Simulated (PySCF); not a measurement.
Geometry (Å), atoms numbered from 1 in this order:
```xyz
21

C    -3.252    2.011    0.715
C    -2.506    1.144    0.343
Si   -1.360   -0.198   -0.223
C    -2.334   -1.744   -0.740
C     0.200   -0.446    0.858
C     1.106   -0.182   -0.362
O     2.134    0.731   -0.133
Si    3.438    0.636    0.811
C     0.070    0.361   -1.365
H    -3.904    2.770    1.038
H    -3.006   -1.517   -1.562
H    -1.672   -2.543   -1.059
H    -2.937   -2.115    0.083
H     0.386   -1.398    1.347
H     0.337    0.342    1.596
H     1.540   -1.124   -0.723
H     3.095    0.477    2.229
H     4.039    1.927    0.515
H     4.287   -0.502    0.439
H     0.166    1.441   -1.442
H     0.164   -0.056   -2.365
```

Isolated molecule, no relativistic terms, one conformer, averaged over atoms made equivalent by symmetry, fast rotation or ring inversion. Geometry from GFN2-xTB; NMR shieldings at PBE0/pcSseg-1/GIAO; PySCF.

Chemical shifts δ = σref − σ; TMS for $^{13}$C (σ = 186.93 ppm), all at this level.

**Question.** Do the $^{13}$C shifts follow the atomic charges (in e)? Tabulate both.

**Answer.** 
```json
{"atoms": "C1", "hybridisation": "sp", "δ (ppm)": "104.1", "σ para (ppm)": "-178", "Hirshfeld": "-0.09", "IAO": "-0.19", "Mulliken": "-0.21", "ESP-fitted": "-0.22"}
{"atoms": "C2", "hybridisation": "sp", "δ (ppm)": "91.3", "σ para (ppm)": "-163", "Hirshfeld": "-0.16", "IAO": "-0.32", "Mulliken": "-0.17", "ESP-fitted": "-0.41"}
{"atoms": "C6", "hybridisation": "sp3", "δ (ppm)": "68.6", "σ para (ppm)": "-132", "Hirshfeld": "+0.05", "IAO": "+0.11", "Mulliken": "+0.09", "ESP-fitted": "+0.82"}
{"atoms": "C5/C9", "hybridisation": "sp3", "δ (ppm)": "31.0", "σ para (ppm)": "-100", "Hirshfeld": "-0.18", "IAO": "-0.57", "Mulliken": "-0.50", "ESP-fitted": "-0.84"}
{"atoms": "C4", "hybridisation": "sp3", "δ (ppm)": "-0.2", "σ para (ppm)": "-66", "Hirshfeld": "-0.21", "IAO": "-0.72", "Mulliken": "-0.61", "ESP-fitted": "-0.82"}
```

Correlation coefficients of δ with charge over these carbons: Hirshfeld +0.49, IAO +0.72, Mulliken +0.75, ESP-fitted +0.49; with the paramagnetic shielding -1.00. With so few points, grouped by hybridisation, these coefficients are fragile. Charge is one influence among several: hybridisation and low-lying excitations act through the paramagnetic term.

Shifts are as computed. Against solution values, carbons near 30 ppm lie about +3 ppm off and those near 130 ppm about +5 ppm. Of 1211 compounds with measured shifts, 218 miss one by over three times the rms of a fit or turn the order of signals round; such compounds aren't used in these exercises.
